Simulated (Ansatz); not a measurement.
Basis sets compared for the cluster BaO₂⁻ (the lowest doublet isomer of a short search). The state is a doublet with charge -1. Geometry r2SCAN-D4/def2-TZVPD. Ansatz on 4 threads of Arm Neoverse V2 on a shared host; times are rough, and most runs start from earlier orbitals.

Cartesian coordinates in Å:
```
Ba 0.1831 0.0091 0.1641
O 0.1954 2.0841 -0.5176
O -0.3785 -2.0932 0.3535
```

In the def2 sets Ba takes a core potential; there is no spin–orbit coupling. At PBE-D4/def2-SVPD, PBE-D4/def2-TZVPD the highest occupied level of the charge -1 doublet lies above zero (up to 0.73 eV). Energy differences disagree on whether the electron is bound (positive means bound): 2.21 eV (vertical, against the charge 0 singlet, at PBE-D4/def2-TZVPD), but -0.49 eV at CCSD(T)/def2-TZVPPD. The structure comes from a short search, and lower isomers may exist.

| level | functions | energy (Eh) | HOMO (eV) | LUMO (eV) | wall time |
| --- | --- | --- | --- | --- | --- |
| PBE-D4/def2-SVPD | 79 | -175.6864 | 0.66 | 1.90 | 1.1 s |
| PBE0-D4/def2-SVPD | 79 | -175.6296 | -0.14 | 2.55 | 1.4 s |

Estimate the rows for PBE-D4/def2-TZVPD (with forces), PBE0-D4/def2-TZVPD.


| level | functions | energy (Eh) | HOMO (eV) | LUMO (eV) | wall time |
| --- | --- | --- | --- | --- | --- |
| PBE-D4/def2-TZVPD (with forces) | 120 | -175.8833 | 0.73 | 1.97 | 1.6 s |
| PBE0-D4/def2-TZVPD | 120 | -175.8266 | -0.06 | 2.61 | 2.5 s |
